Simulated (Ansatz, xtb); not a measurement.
Two structures of CH8InN

Structure a is `C[NH2+][InH3-]`, a singlet and structure b is a singlet given by its coordinates. Both are isolated molecules in the gas phase, relaxed with PBE0-D4/def2-SVP.

a (Å):

```
atom    x (Å)    y (Å)    z (Å)
   C  -1.0080  -0.1537  -1.9272
  In  -3.7793   1.5699  -1.8336
   N  -1.5043   1.1331  -2.4083
   H  -1.6305  -0.9596  -2.3403
   H  -1.1026  -0.1924  -0.8329
   H   0.0439  -0.3440  -2.1987
   H  -0.9466   1.9019  -2.0366
   H  -1.4325   1.1958  -3.4237
   H  -3.8897   3.1351  -2.5959
   H  -4.4477   0.1823  -2.6536
   H  -3.5536   1.4865  -0.1054
```

b (Å):

```xyz
11

C    -1.5167    0.7255   -2.7868
In   -2.6346    2.3426   -1.5952
N    -1.9668   -0.5168   -2.0847
H    -2.2442   -0.1726   -1.1025
H    -1.2968   -1.2914   -2.0407
H    -2.8337   -0.8746   -2.4939
H    -1.7100    0.6141   -3.8618
H    -0.4343    0.8178   -2.6252
H    -1.6243    3.6866   -1.1583
H    -4.2277    2.5976   -2.2665
H    -2.7092    1.0105   -0.2896
```

Close contacts (Å): C1–In2 2.30, C1–N3 1.50, C1–H7 1.10, C1–H8 1.10, In2–H9 1.74, In2–H10 1.75, In2–H11 1.87, N3–H4 1.08, N3–H5 1.03, N3–H6 1.02.

Task: Which of the two would you expect CCSD(T)/def2-SVP + ΔMP2/def2-TZVPP electronic energies to favour?

Result: Structure a; the calculation gives E(b) − E(a) = +1.654 eV.

How the difference moves with the method:

```csv
level,geometry,E(b) − E(a) (eV),departure from the last row (eV),"job, with rough time for the two"
PBE0-D4/def2-SVP,PBE0-D4/def2-SVP,+1.642,−0.011,"optimisation, 34 s"
HF/def2-SVP,PBE0-D4/def2-SVP,+2.071,+0.417,part of the CCSD(T) run
MP2/def2-SVP,PBE0-D4/def2-SVP,+1.814,+0.160,part of the CCSD(T) run
CCSD(T)/def2-SVP,PBE0-D4/def2-SVP,+1.821,+0.168,single point
CCSD(T)/def2-SVP + ΔMP2/def2-TZVPP,PBE0-D4/def2-SVP,+1.654,,"single point, 21 s"
```

The levels shown agree on the order. The largest departure from CCSD(T)/def2-SVP + ΔMP2/def2-TZVPP is that of HF/def2-SVP, 0.417 eV. Levels run at GFN2-xTB geometries aren't shown. The last row adds to CCSD(T) the change of the MP2 difference between the two basis sets, here −0.168 eV, a large step that makes the value less sure.

With harmonic frequencies from PBE0-D4/def2-SVP (ideal gas, rigid rotor, one conformer each, 298.15 K, 1 atm): the zero-point term adds −0.014 eV; ΔH is +1.618 and ΔG +1.682 eV.

The correlated steps freeze 6 core orbitals; the filled d shell of In is correlated, in a basis made for valence electrons. Atoms past krypton carry core potentials in the def2 sets and no spin–orbit term is included. Mirror images aren't counted in ΔG. Run with Ansatz 0.2.0; the last row on 2 threads of Arm Neoverse V1 on a shared host.
